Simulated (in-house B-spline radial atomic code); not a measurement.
Configurations of neutral tantalum, with energies counted from [Xe] 4f14 (5d3/2)3 6s2. Level of theory: Dirac-Hartree-Fock, average of each configuration as written, Fermi nucleus of rms radius 5.3507 fm; calculated with a radial B-spline atomic code at the basis-set limit. Energies include first-order Breit, QED and recoil terms.

Occupations are held fixed; configurations that lie above the ionisation limit could autoionise.

| configuration | E - E(ref) (eV) | highest orbital | its <r> (bohr) |
| --- | --- | --- | --- |
| [Xe] 4f14 (5d3/2)2 6s2 (6f5/2)1 | 6.2652 | 6f5/2 | 31.34 |
| [Xe] 4f14 (5d5/2)3 6s1 (6d3/2)1 | 6.6959 | 6d3/2 | 12.22 |
| [Xe] 4f14 (5d5/2)2 6s2 9s1 | 7.2564 | 9s1/2 | 30.34 |
| [Kr] (4d3/2)3 (4d5/2)6 4f14 5s2 5p6 (5d5/2)3 6s2 (6g7/2)1 | 250.97 | 6g7/2 | 44 |

Question: Order these further configurations by energy, lowest first.
A. [Xe] 4f14 (5d3/2)2 6s2 (6d5/2)1
B. [Kr] 4d10 4f14 5s2 (5p1/2)2 (5p3/2)3 (5d3/2)3 6s2 (9d5/2)1
C. [Xe] 4f14 (5d3/2)1 (5d5/2)2 6s2
D. [Xe] (4f5/2)6 (4f7/2)7 (5d3/2)3 (5f5/2)1 6s2

Answer: C (1.1877 eV), A (5.4178 eV), D (28.016 eV), B (40.93 eV).
